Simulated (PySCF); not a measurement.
A structure optimised at PBE0-D3(BJ)/def2-TZVPD, used in a PySCF frequency run:

```
Al
H 1 1.6465
H 1 1.6465 2 109.47
H 1 1.6465 2 109.47 3 120.00
H 1 1.6465 2 109.47 3 -120.00
```
Charge -1, spin multiplicity 1.

Q: Write its SMILES, formula and point group.

A: [AlH4-], AlH₄, Td

Q: What are its rotational constants (standard atomic weights)?

A: 69.357, 69.357, 69.357 GHz
